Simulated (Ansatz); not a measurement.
Gas-phase electronic energies from Ansatz, PBE0-D4/def2-TZVP geometries. CCSD(T)/CBS is the MP2 limit (def2-TZVPP, def2-QZVPP) plus CCSD(T) − MP2 in def2-TZVPP, frozen cores. This one scheme is used for every species. Functionals use def2-TZVPP. B3LYP here is the variant with VWN-RPA as its local correlation; programs differ in this. For Ge outer-core shells are correlated without core-valence functions, which leaves a few kJ/mol of doubt a bond. Scalar relativity is left out up to krypton. Each species was taken in one conformer, which may not be the lowest.

Consider the ligand exchange at a Ge–S bond: `C[S][Ge][SH]` + CH₃OH → `C[O][Ge][SH]` + CH₃SH.

```tsv
level	ΔE (kcal/mol)	difference from CCSD(T)/CBS
PBE-D4	6.2	0.9
r2SCAN-D4	5.4	0.1
PBE0-D4	6.8	1.5
B3LYP-D4	4.3	-1.0
ωB97X-V	3.1	-2.2
ωB97M-V	3.8	-1.5
B2PLYP	3.8	-1.5
PBE	6.0	0.7
r2SCAN	5.3	0.0
PBE0	6.6	1.3
B3LYP	3.9	-1.4
HF/def2-TZVPP	3.3	-2.0
MP2/def2-TZVPP	5.0	-0.3
SCS-MP2/def2-TZVPP	3.7	-1.6
CCSD/def2-TZVPP	3.7	-1.6
CCSD(T)/def2-TZVPP	4.1	-1.2
HF/def2-QZVPP	2.9	-2.4
MP2/def2-QZVPP	5.6	0.3
SCS-MP2/def2-QZVPP	4.3	-1.0
HF/CBS(def2)	2.9	-2.4
MP2/CBS(def2)	6.3	1.0
CCSD/CBS(def2)	5.0	-0.3
CCSD(T)/CBS	5.3	0
```

Largest T1 diagnostic among the species: 0.015.

In def2-TZVPP, CCSD(T) changes the Hartree–Fock value by +0.8 kcal/mol (the triples alone add +0.3 kcal/mol) and MP2 by +1.7 kcal/mol.
